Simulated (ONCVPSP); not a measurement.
ruthenium (Ru): one change to an ONCV potential, before and after

ONCVPSP 4.0.1 input, shortened (lines: element, Z, core and valence counts, functional; n l f; lmax; l rc ep ncon nbas qcut; lloc lpopt rc5 dvloc0; l nproj debl; icmod fcfact rcfact), PBE, scalar-relativistic:

```
  Ru 44.00    6    4        4      upf
    1    0    2.00
    2    0    2.00
    2    1    6.00
    3    0    2.00
    3    1    6.00
    3    2   10.00
    4    0    2.00
    4    1    6.00
    4    2    7.00
    5    0    1.00
    2
    0    1.60    0.00    4    8    7.50
    1    1.10    0.00    4    7    6.40
    2    1.50    0.00    3    7    6.90
    4    5    0.85    1.00
    0    2    1.10
    1    2    4.00
    2    2    1.40
    3    4.25    1.35
```

Change: core correction Teter function, fcfact 4.25, rcfact 2.1.

Cutoffs: the cutoffs (Ha) at which the residual kinetic energy of the hardest occupied pseudo-wave falls to 1 and 0.1 mHa per electron; they do not see the model core or the augmentation charge, which bear on the density cutoff. Errors are all-electron minus pseudo energies relative to the spin-unpolarised reference configuration.

Q: How do hardness, ghosts and transferability respond?

A: The potential gets neither clearly harder nor softer (102 Ha and 122 Ha → 102 Ha and 122 Ha); of the 4 tests that both files solve, the error grows in 4 and shrinks in 0 by more than 15 % and 0.3 meV (median size 3.0 → 15.0 meV); neither file shows a bound ghost. A model core, the more so a compact one, raises the density cutoff, which this test does not measure.

| quantity | base | changed |
| --- | --- | --- |
| cutoff, loose | 102 Ha | 102 Ha |
| cutoff, tight | 122 Ha | 122 Ha |
| bound ghosts | none | none |
| GHOST(+) flags under 300 eV | s at 75.9 eV | s at 75.9 eV |
| error for 4s2 4p6 4d7 5s0, meV [ΔE 7.29 eV] | -1.9 | -5.9 |
| error for 4s2 4p6 4d6 5s0, meV [ΔE 25.48 eV] | -4.1 | -24 |
| error for 4s2 4p6 4d5 5s0, meV [ΔE 56.10 eV] | -4.2 | -94 |
| error for 4s2 4p6 4d7.5 5s0.5, meV [ΔE -0.32 eV] | -0.6 | -2.3 |
| s: phases at 1.62 bohr within 0.05 rad from the reference energy up to (Ha; the scan ends near 5) | 2.2 | 2.2 |
| p: phases at 1.12 bohr within 0.05 rad from the reference energy up to (Ha; the scan ends near 5) | to the end of the scan | to the end of the scan |
| d: phases at 1.52 bohr within 0.05 rad from the reference energy up to (Ha; the scan ends near 5) | to the end of the scan | to the end of the scan |
| rms error of d²Exc/dni dnj with the model core, mHa | 1.20 | 6.37 |
